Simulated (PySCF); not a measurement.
# Calculated NMR parameters of C=C/C=C\C=C/C

```
Formula                               : C7H10
SMILES                                : C=C/C=C\C=C/C
Point group of the computed structure : Cs
Degrees of unsaturation               : 3
Carbon signals                        : 7
Proton signals                        : 8
```

Numbering as in the mapped SMILES `[CH2:1]=[CH:2]/[CH:3]=[CH:4]\[CH:5]=[CH:6]/[CH3:7]` (H(Xn): hydrogen on atom n). Ha(C1) is cis to C3; Hb(C1) is trans to C3.

- coordinates at the GFN2-xTB level
- shieldings: GIAO PBE0/pcSseg-1
- program: PySCF 2.14.0 with density-fitted response routines
- one computed conformer, no relativistic terms, gas phase, rapidly exchanging positions averaged

Scale: ¹H and ¹³C vs TMS (reference shieldings calculated alike).

```tsv
carbon	δC, type	δH (multiplicity)	HMBC from (2–3 bonds)	span of the C tensor (ppm)
C1	125.1, CH2	Hb(C1) 5.46 (m); Ha(C1) 5.51 (m)	H(C2), H(C3)	204
C2	139.7, CH	7.19 (m)	H(C4), H(C3), Ha(C1), Hb(C1)	242
C3	137.3, CH	6.21 (m)	H(C2), H(C5), H(C4), Ha(C1), Hb(C1)	191
C4	130.8, CH	6.60 (m)	H(C2), H(C5), H(C3), H(C6)	215
C5	130.4, CH	6.82 (m)	H(C4), H(C3), H(C6), H(C7)	218
C6	137.2, CH	5.88 (m)	H(C5), H(C4), H(C7)	214
C7	16.6, CH3	1.99 (d)	H(C5), H(C6)	32
```

- Carbon types of the structure: 5 × CH, 1 × CH2, 1 × CH3, which accounts for all hydrogens.
- δC 139.7, 137.3, 137.2, 130.8, 130.4: alkene CH; the olefinic region.
- δC 125.1: terminal =CH2 carbon; an sp2 carbon of a C=C bond.
- δC 16.6: allylic methyl carbon; saturated and bonded to C and H only.
- δH 5.51, 5.46: hydrogen on a terminal =CH2 carbon; olefinic region.
- δH 1.99: hydrogen on an allylic methyl carbon; allylic position.

Shifts are as computed. Against solution values, carbons near 30 ppm lie about +3 ppm off and those near 130 ppm about +5 ppm (rms about the fit 2.1 ppm; single classes can miss by 10 ppm). Of 1328 compounds with measured shifts, 309 miss one by over three times the rms of a fit or turn the order of signals round; such compounds aren't used in these exercises. Signals without a measured value on file couldn't be tested in this way; 1H shifts scatter by 0.2 ppm about their fit, and single ones miss by 0.5 ppm. No couplings were computed; multiplicities are counted from neighbouring protons, with m where these are inequivalent, close in shift, in a saturated or five-membered ring or joined by F or P, and br s for small geminal =CH2 splittings.
